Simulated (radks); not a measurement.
Dipole-allowed excitations along the series with 12 electrons in [Ne] 3s2. All-electron calculation, non-relativistic Kohn-Sham, LDA (Slater exchange, Perdew-Wang correlation), spin-unpolarised, spherical densities, point nucleus. Program: a radial shooting solver on a logarithmic mesh with Libxc functionals. Time-dependent linear response with the Hartree and adiabatic LDA kernel, continuum included through the Sternheimer equations. Lines are the poles of the dipole polarisability below minus the highest occupied eigenvalue, found on a grid refined at the orbital gaps; the lowest seven at most are given, and weak or close lines can be missed. The first line takes the name of the lowest orbital gap if no other gap lies below it; otherwise a line is named after a gap within 0.6 % of it, if that gap stands alone.

species  -e(HOMO) (eV)  lowest orbital gap (eV)  first line (eV)      f  strongest line (eV)  its f  static alpha (bohr^3)
Ge20+           807.42             3s-3p 44.796   56.237 (3s-3p)  0.563            the first  0.563                 0.1374
As21+           879.59             3s-3p 46.814   58.726 (3s-3p)  0.544       440.18 (3s-4p)  0.570                 0.1216
Se22+           954.78             3s-3p 48.831   61.214 (3s-3p)  0.526       475.51 (3s-4p)  0.582                 0.1081
Br23+           1033.0             3s-3p 50.847   63.699 (3s-3p)  0.509       512.15 (3s-4p)  0.594                0.09655
Kr24+           1114.3             3s-3p 52.862   66.186 (3s-3p)  0.493       550.13 (3s-4p)  0.605                0.08658
Rb25+           1198.5             3s-3p 54.877   68.671 (3s-3p)  0.478       589.42 (3s-4p)  0.615                0.07794
